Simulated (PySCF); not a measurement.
r2SCAN on Te⁺ (tellurium, charge +1), [Kr] 4d10 5s2 5p2 6s1, high-spin 4P determinant (an excited configuration). Calculation: PySCF 2.14, in aug-cc-pVQZ-DK3 (9s8p6d3f2g, 102 functions); the spin-free X2C one-electron Hamiltonian (Gaussian nucleus).

```
cycle= 1 E= -6792.75060342656  delta_E= -0.00939  |g|= 0.0239  |ddm|= 1.36
cycle= 2 E= -6792.75171586859  delta_E= -0.00111  |g|= 0.0108  |ddm|= 0.233
cycle= 3 E= -6792.7524469543  delta_E= -0.000731  |g|= 0.0073  |ddm|= 0.15
cycle= 4 E= -6792.7530979208  delta_E= -0.000651  |g|= 0.00616  |ddm|= 0.146
cycle= 5 E= -6792.7537385248  delta_E= -0.000641  |g|= 0.00304  |ddm|= 0.234
cycle= 6 E= -6792.75379036384  delta_E= -5.18e-05  |g|= 0.00217  |ddm|= 0.0827
cycle= 7 E= -6792.75383306889  delta_E= -4.27e-05  |g|= 0.00112  |ddm|= 0.123
cycle= 8 E= -6792.75383954952  delta_E= -6.48e-06  |g|= 0.000326  |ddm|= 0.0224
cycle= 9 E= -6792.75384017997  delta_E= -6.3e-07  |g|= 5.47e-05  |ddm|= 0.00861
cycle= 10 E= -6792.75384019238  delta_E= -1.24e-08  |g|= 1.5e-05  |ddm|= 0.000991
cycle= 11 E= -6792.7538401932  delta_E= -8.18e-10  |g|= 1.7e-06  |ddm|= 0.000267
converged SCF energy = -6792.7538401932  <S^2> = 3.7532388  2S+1 = 4.0016191
```

Highest occupied orbital energy: -6.723 eV; ⟨L²⟩ = 3.89; populations by l: s 10.69, p 20.00, d 20.31, f 0.00.

Problem. Can this result be used?

Solution. Not for this state. The calculation finished and met its thresholds. ⟨L²⟩ = 3.89 against 2 for a pure P term, so this real determinant mixes terms. The outer electron is Rydberg-like, and this basis confines it to a smaller radius and binds it less than a complete one would. The s, p, d and f populations moved away from the nominal configuration during the SCF.
